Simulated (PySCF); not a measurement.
Isomers of C6H12SSi.

All values: PBE0/pcSseg-1 (PySCF) at GFN2-xTB geometries, gas phase, one conformer each.

Task: Rank by the highest IAO charge on any atom, highest value first.
A. `[CH2:1]=[CH:2][Si:3]1([CH2:4][CH3:5])[CH2:6][S:7][CH2:8]1` with C1–C2–Si3–C4 -24°, C2–Si3–C4–C5 -56°
B. `[CH3:1][C@@H:2]1[CH2:3][C@:4]12[CH2:5][C@@H:6]2[S:7][SiH3:8]` with C5–C6–S7–Si8 -159°
C. `[CH:1]#[C:2][SiH2:3][S:4][C:5]([CH3:6])([CH3:7])[CH3:8]` with C2–Si3–S4–C5 73°
D. `[CH2:1]=[C:2]([CH3:3])[C@@H:4]1[SiH2:5][C@H:6]1[S:7][CH3:8]` with C1–C2–C4–Si5 50°, Si5–C6–S7–C8 152°
E. `[CH3:1][S:2][Si:3]1([CH3:4])[CH2:5][CH:6]=[CH:7][CH2:8]1` with C1–S2–Si3–C4 -176°
F. `[CH2:1]=[CH:2][Si:3]1([S:4][CH3:5])[CH2:6][CH2:7][CH2:8]1` with C1–C2–Si3–S4 -105°, C2–Si3–S4–C5 51°, C2–Si3–C6–C7 -105°, Si3–C6–C7–C8 -13°, C6–C7–C8–Si3 13°, C2–Si3–C8–C7 104°

Result: A (+1.057 e), E (+0.970 e), F (+0.936 e), C (+0.696 e), D (+0.652 e), B (+0.548 e).

Task: Rank by the lowest IAO charge on any atom, highest value first.
A. `[CH:1]#[C:2][CH2:3][CH2:4][SiH2:5][S:6][CH2:7][CH3:8]` with C2–C3–C4–Si5 64°, C3–C4–Si5–S6 176°, C4–Si5–S6–C7 -177°, Si5–S6–C7–C8 179°
B. `[CH3:1][S:2][Si:3]1([CH3:4])[CH2:5][CH:6]=[CH:7][CH2:8]1` with C1–S2–Si3–C4 -176°
C. `[CH2:1]=[CH:2][Si:3]1([S:4][CH3:5])[CH2:6][CH2:7][CH2:8]1` with C1–C2–Si3–S4 -105°, C2–Si3–S4–C5 51°, C2–Si3–C6–C7 -105°, Si3–C6–C7–C8 -13°, C6–C7–C8–Si3 13°, C2–Si3–C8–C7 104°
D. `[CH:1]#[C:2][CH2:3][C@@:4]([CH3:5])([SiH3:6])[S:7][CH3:8]` with C2–C3–C4–C5 -61°, C3–C4–S7–C8 72°
E. `[CH2:1]=[CH:2][Si:3]1([CH2:4][CH3:5])[CH2:6][S:7][CH2:8]1` with C1–C2–Si3–C4 -24°, C2–Si3–C4–C5 -56°
F. `[CH:1]#[C:2][SiH2:3][S:4][C:5]([CH3:6])([CH3:7])[CH3:8]` with C2–Si3–S4–C5 73°

Result: F (-0.417 e), D (-0.503 e), A (-0.528 e), C (-0.557 e), E (-0.636 e), B (-0.716 e).

Task: Rank by HOMO–LUMO gap, lowest first.
A. `[CH3:1][S:2][Si:3]1([CH3:4])[CH2:5][CH:6]=[CH:7][CH2:8]1` with C1–S2–Si3–C4 -176°
B. `[CH:1]#[C:2][CH2:3][C@@:4]([CH3:5])([SiH3:6])[S:7][CH3:8]` with C2–C3–C4–C5 -61°, C3–C4–S7–C8 72°
C. `[CH2:1]=[CH:2][Si:3]1([S:4][CH3:5])[CH2:6][CH2:7][CH2:8]1` with C1–C2–Si3–S4 -105°, C2–Si3–S4–C5 51°, C2–Si3–C6–C7 -105°, Si3–C6–C7–C8 -13°, C6–C7–C8–Si3 13°, C2–Si3–C8–C7 104°
D. `[CH:1]#[C:2][SiH2:3][S:4][C:5]([CH3:6])([CH3:7])[CH3:8]` with C2–Si3–S4–C5 73°
E. `[CH2:1]=[CH:2][Si@@H:3]1[CH2:4][C@H:5]1[S:6][CH2:7][CH3:8]` with C1–C2–Si3–C4 27°, C4–C5–S6–C7 149°, C5–S6–C7–C8 -177°
F. `[CH2:1]=[CH:2][Si:3]1([CH2:4][CH3:5])[CH2:6][S:7][CH2:8]1` with C1–C2–Si3–C4 -24°, C2–Si3–C4–C5 -56°

Result: E (4.90 eV), F (5.28 eV), C (6.02 eV), D (6.48 eV), B (6.93 eV), A (7.23 eV).

All values together:

| SMILES | μ (D) | HOMO (eV) | LUMO (eV) | lowest IAO charge (e) | highest IAO charge (e) | lowest Hirshfeld charge (e) | highest Hirshfeld charge (e) |
| --- | --- | --- | --- | --- | --- | --- | --- |
| C=C[Si@@H]1C[C@H]1SCC | 2.22 | -5.83 | -0.93 | -0.516 (C) | +0.770 (Si) | -0.171 (C) | +0.318 (Si) |
| C=C[Si]1(CC)CSC1 | 3.03 | -6.08 | -0.81 | -0.636 (C) | +1.057 (Si) | -0.179 (C) | +0.405 (Si) |
| C#CC[C@@](C)([SiH3])SC | 1.63 | -6.46 | 0.47 | -0.503 (C) | +0.589 (Si) | -0.128 (C) | +0.294 (Si) |
| C#C[SiH2]SC(C)(C)C | 1.93 | -6.86 | -0.39 | -0.417 (C) | +0.696 (Si) | -0.154 (C) | +0.330 (Si) |
| C=C(C)[C@@H]1[SiH2][C@H]1SC | 1.21 | -6.12 | -0.36 | -0.505 (C) | +0.652 (Si) | -0.134 (C) | +0.312 (Si) |
| C[C@@H]1C[C@]12C[C@@H]2S[SiH3] | 1.65 | -6.68 | 0.33 | -0.417 (C) | +0.548 (Si) | -0.115 (C) | +0.293 (Si) |
| C#CCSC(C)(C)[SiH3] | 1.66 | -6.56 | 0.04 | -0.415 (C) | +0.591 (Si) | -0.130 (C) | +0.302 (Si) |
| C#CCC[SiH2]SCC | 1.01 | -6.66 | 0.28 | -0.528 (C) | +0.695 (Si) | -0.149 (C) | +0.306 (Si) |
| C=C[Si]1(SC)CCC1 | 2.00 | -6.63 | -0.61 | -0.557 (C) | +0.936 (Si) | -0.169 (C) | +0.360 (Si) |
| CS[Si]1(C)CC=CC1 | 1.45 | -6.56 | 0.66 | -0.716 (C) | +0.970 (Si) | -0.211 (C) | +0.380 (Si) |

Conformers: `[CH2:1]=[CH:2][Si@@H:3]1[CH2:4][C@H:5]1[S:6][CH2:7][CH3:8]` with C1–C2–Si3–C4 27°, C4–C5–S6–C7 149°, C5–S6–C7–C8 -177°; `[CH2:1]=[CH:2][Si:3]1([CH2:4][CH3:5])[CH2:6][S:7][CH2:8]1` with C1–C2–Si3–C4 -24°, C2–Si3–C4–C5 -56°; `[CH:1]#[C:2][CH2:3][C@@:4]([CH3:5])([SiH3:6])[S:7][CH3:8]` with C2–C3–C4–C5 -61°, C3–C4–S7–C8 72°; `[CH:1]#[C:2][SiH2:3][S:4][C:5]([CH3:6])([CH3:7])[CH3:8]` with C2–Si3–S4–C5 73°; `[CH2:1]=[C:2]([CH3:3])[C@@H:4]1[SiH2:5][C@H:6]1[S:7][CH3:8]` with C1–C2–C4–Si5 50°, Si5–C6–S7–C8 152°; `[CH3:1][C@@H:2]1[CH2:3][C@:4]12[CH2:5][C@@H:6]2[S:7][SiH3:8]` with C5–C6–S7–Si8 -159°; `[CH:1]#[C:2][CH2:3][S:4][C:5]([CH3:6])([CH3:7])[SiH3:8]` with C2–C3–S4–C5 80°, C3–S4–C5–C6 63°; `[CH:1]#[C:2][CH2:3][CH2:4][SiH2:5][S:6][CH2:7][CH3:8]` with C2–C3–C4–Si5 64°, C3–C4–Si5–S6 176°, C4–Si5–S6–C7 -177°, Si5–S6–C7–C8 179°; `[CH2:1]=[CH:2][Si:3]1([S:4][CH3:5])[CH2:6][CH2:7][CH2:8]1` with C1–C2–Si3–S4 -105°, C2–Si3–S4–C5 51°, C2–Si3–C6–C7 -105°, Si3–C6–C7–C8 -13°, C6–C7–C8–Si3 13°, C2–Si3–C8–C7 104°; `[CH3:1][S:2][Si:3]1([CH3:4])[CH2:5][CH:6]=[CH:7][CH2:8]1` with C1–S2–Si3–C4 -176°.
